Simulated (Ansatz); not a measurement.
Potential energy curve for GeNa (anion, charge -1), lowest singlet found (which spin is the ground state isn't settled by this scan).

Computed with: RCCSD(T) = CCSD(T) on RHF/aug-cc-pVDZ, cores with 3d frozen (Ansatz, an electronic-structure program); RCCSD = CCSD on RHF/aug-cc-pVDZ, cores with 3d frozen (Ansatz); FCI = full CI/aug-cc-pVDZ, cores with 3d frozen (Ansatz).

Energies relative to the lowest point of each curve between 2.40 and 3.62 Å, where full CI is lowest, in kcal/mol:

```
R / Å  RCCSD(T)  RCCSD
-----  --------  -----
2.06       48.5   48.2
2.21       28.2   28.0
2.40       12.8   12.7
2.47        9.2    9.1
2.89        0.2    0.2
2.96        0.0    0.0
3.41        2.2    2.5
3.62        4.2    4.6
4.14        9.3   10.5
4.56       12.8   14.8
5.11       16.0   19.3
5.60       17.5   22.4
```

Predict the corresponding FCI column.

2.06: 48.6; 2.21: 28.3; 2.40: 12.8; 2.47: 9.2; 2.89: 0.2; 2.96: 0.0; 3.41: 2.3; 3.62: 4.4; 4.14: 9.7; 4.56: 13.5; 5.11: 17.3; 5.60: 19.8 (kcal/mol).

The scan ran from 2.06 to 9.73 Å; beyond the distances shown full CI changes its symmetry label. The T1 diagnostic of CCSD on the restricted reference of RCCSD(T), RCCSD exceeds 0.045 at 3.08 to 5.60 Å. Where the anion isn't bound against loss of the electron, the finite basis alone holds it. Also computed but left out beside FCI, since their determinant holds another spin at the minimum (<S²> over 0.7 above the pure value): UHF, UMP2, UCCSD, UCCSD(T), UCCSDT, UCCSDT(Q), UKS-PBE0, UKS-PBE, UKS-B3LYP/6-31G*, UKS-M06-2X/6-31G*, UKS-BP86/6-31G*, UKS-LDA (SVWN5)/6-31G*.
